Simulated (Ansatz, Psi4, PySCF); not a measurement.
Species: CF$_{2}$, net charge 0, singlet state. SMILES: [C](F)F
Geometry from a B3LYP-D3(BJ)/def2-TZVP (Ansatz, a first-principles code) optimisation:
```
C
F 1 1.3036
F 1 1.3036 2 104.75
```

Property: vertical triplet-singlet gap, E(triplet) - E(singlet), in eV. Terms: each state is the SCF solution reached for its charge and spin; open shells spin-unrestricted; no dispersion term unless named; no spin-orbit coupling; valence correlation only; 6-31G* and kin with 6d, 5d where marked; non-relativistic; 6-311+G** with 5d. Ab initio and DFT rows: single points at B3LYP-D3(BJ) geometries (Ansatz). The Hartree-Fock reference of F[C]F is unstable towards a lower, spin-broken solution. Levels can end on unlike triplets.

```json
[
 {"level": "HF/6-31G*", "program": "Ansatz", "vertical triplet-singlet gap, E(triplet) - E(singlet) (eV)": "1.67"},
 {"level": "HF/6-311+G**", "program": "Ansatz", "vertical triplet-singlet gap, E(triplet) - E(singlet) (eV)": "1.58"},
 {"level": "PBE/6-31G*", "program": "Ansatz", "vertical triplet-singlet gap, E(triplet) - E(singlet) (eV)": "2.60"},
 {"level": "PBE/6-311+G**", "program": "Ansatz", "vertical triplet-singlet gap, E(triplet) - E(singlet) (eV)": "2.54"},
 {"level": "B3LYP/STO-3G", "program": "Ansatz", "vertical triplet-singlet gap, E(triplet) - E(singlet) (eV)": "2.38"},
 {"level": "B3LYP/3-21G", "program": "Ansatz", "vertical triplet-singlet gap, E(triplet) - E(singlet) (eV)": "2.55"},
 {"level": "B3LYP/6-31G*", "program": "Ansatz", "vertical triplet-singlet gap, E(triplet) - E(singlet) (eV)": "2.61"},
 {"level": "B3LYP/6-311+G**", "program": "Ansatz", "vertical triplet-singlet gap, E(triplet) - E(singlet) (eV)": "2.56"},
 {"level": "M06-2X/6-31G* (5d)", "program": "PySCF", "vertical triplet-singlet gap, E(triplet) - E(singlet) (eV)": "2.61"},
 {"level": "wB97X-D/6-31G*", "program": "Psi4", "vertical triplet-singlet gap, E(triplet) - E(singlet) (eV)": "2.62"},
 {"level": "MP2/6-31G*", "program": "Ansatz", "vertical triplet-singlet gap, E(triplet) - E(singlet) (eV)": "2.61"},
 {"level": "MP2/6-311+G**", "program": "Ansatz", "vertical triplet-singlet gap, E(triplet) - E(singlet) (eV)": "2.54"},
 {"level": "PBE0/def2-TZVPD", "program": "Ansatz", "vertical triplet-singlet gap, E(triplet) - E(singlet) (eV)": "2.39"}
]
```

No value to compare with is used here. The 12 habitual levels span 1.58 (HF/6-311+G**) to 2.62 eV (wB97X-D/6-31G*); PBE0/def2-TZVPD gives 2.39.

The levels are drawn from those run, B3LYP/6-31G* more often than the rest, none by its result; runs whose electronic state is in doubt are left out.
